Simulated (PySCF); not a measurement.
Gas-phase reaction: Ga2F6 + F2O → Ga2O + 4 F2

Computed with PySCF and rigid-rotor harmonic-oscillator thermochemistry at 1 bar. † marks an energy on the PBE0/def2-TZVP geometry and frequencies; other levels use their own. MP2 freezes the core. All species are closed-shell singlets. B3LYP is the form with VWN-RPA correlation. Ga: all electrons, no relativistic terms. Ga2F6: computed as isolated molecules; such fragments, hydroxides, amides, oligomers or adducts are transient or little studied in the gas. MP2 isn't extrapolated to the basis-set limit; its ΔH°(298 K) is 1970.0 kJ in def2-SVP and 1958.5 kJ in def2-TZVPP. The harmonic model lacks anharmonicity and excited electronic states, which grow with temperature; levels with a mode under 35 cm⁻¹ are left out. Soft modes under 120 cm⁻¹ make the harmonic entropy rough for Ga2F6, Ga2O.

ΔH° and ΔS° at 298 K: B3LYP/def2-TZVP† 1755 kJ, 421 J/K; BLYP/def2-TZVP† 1656 kJ, 421 J/K; MP2/def2-TZVPP† 1958 kJ, 421 J/K; PBE0/def2-TZVP 1813 kJ, 421 J/K; LDA/def2-TZVP† 1861 kJ, 421 J/K.

**Question.** With the heat capacities included, give log10 K (1 bar) at 600, 1400, 1600, 1800, 2000 K from B3LYP/def2-TZVP†, BLYP/def2-TZVP†, MP2/def2-TZVPP†, PBE0/def2-TZVP, LDA/def2-TZVP†.

**Answer.** 
| T (K) | B3LYP/def2-TZVP† | BLYP/def2-TZVP† | MP2/def2-TZVPP† | PBE0/def2-TZVP | LDA/def2-TZVP† |
|---|---|---|---|---|---|
| 600 | -131.0 | -122.4 | -148.7 | -136.1 | -140.3 |
| 1400 | -44.4 | -40.8 | -52.0 | -46.6 | -48.4 |
| 1600 | -36.4 | -33.2 | -43.1 | -38.3 | -39.9 |
| 1800 | -30.2 | -27.3 | -36.1 | -31.9 | -33.3 |
| 2000 | -25.2 | -22.6 | -30.5 | -26.7 | -28.0 |
